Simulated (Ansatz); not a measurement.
```yaml
crystal:
  periodic: [false, false, false]
  atoms:
    - {symbol: B, position_ang: [0.013809, 1.225515, -0.675131]}
    - {symbol: C, position_ang: [0.690062, -0.087981, -0.562002]}
    - {symbol: Cl, position_ang: [1.831597, -0.432769, 0.808215]}
    - {symbol: Ga, position_ang: [-0.639600, -0.917322, 0.784674]}
    - {symbol: H, position_ang: [-0.701064, 1.375939, -1.626035]}
    - {symbol: H, position_ang: [0.089241, 2.055945, 0.179476]}
    - {symbol: H, position_ang: [0.883447, -0.800730, -1.354545]}
    - {symbol: H, position_ang: [-0.787274, -2.450239, 0.562184]}
    - {symbol: H, position_ang: [-1.291719, -0.014760, 1.866168]}
basis:
  gaussian: {orbitals: def2-SVP, fitting: {mean_field: def2-universal-jkfit}, point_charges: [{charge: 2.00, position_ang: [6.020, 0.629, 0.166]}]}
magnetization: {spin_polarized: true, initial_magnetization: 1}
hamiltonian: {xc: {name: r2SCAN50}, dispersion: d3bjatm}
```

```sh
$ ansatz run in.yaml --threads 4 --pin off --events-out ev --progress --plain --max-ram 10444MiB
```

It prints (some lines left out):

```
Error: a molecule whose nuclei and cores have a total charge of 64 cannot have a net charge of 0 together with 1 unpaired electrons
```

Problem. What is wrong with this run?

Solution. The number of unpaired electrons doesn't fit the electron count. The program refused the input.
